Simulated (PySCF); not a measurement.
The free ion Ni5+ in its d5 configuration.

Method (PySCF 2.14, density fitting): CASSCF(5,5) with orbitals averaged over all microstates of the shell, strongly contracted NEVPT2 on the averaged canonical orbitals; basis x2c-TZVPall; spin-free X2C; gas phase; spin-orbit coupling by state interaction with the mean-field operator over all roots.

(1) Which term lies lowest, and with what spin?

(2) Which is the lowest state of another spin?

(3) What magnetic behaviour follows?

The job took 6.7 s on one thread of Arm Neoverse V2 (shared host), with 48 basis functions, launched as `OMP_NUM_THREADS=1 python lf_run.py task.json out`.

## Answers

(1) 6S (S = 5/2, orbital degeneracy 1), by NEVPT2.

(2) 4G at 44608 cm⁻¹ by NEVPT2; CASSCF alone puts it at 46748 cm⁻¹ above the same ground state.

(3) The lowest spin-orbit level is 6-fold with J = 5/2; the next lies at 44517.8 cm⁻¹. μeff is 5.92 μB at 300 K and 5.92 μB at 10 K; the spin-only value is 5.92 μB.
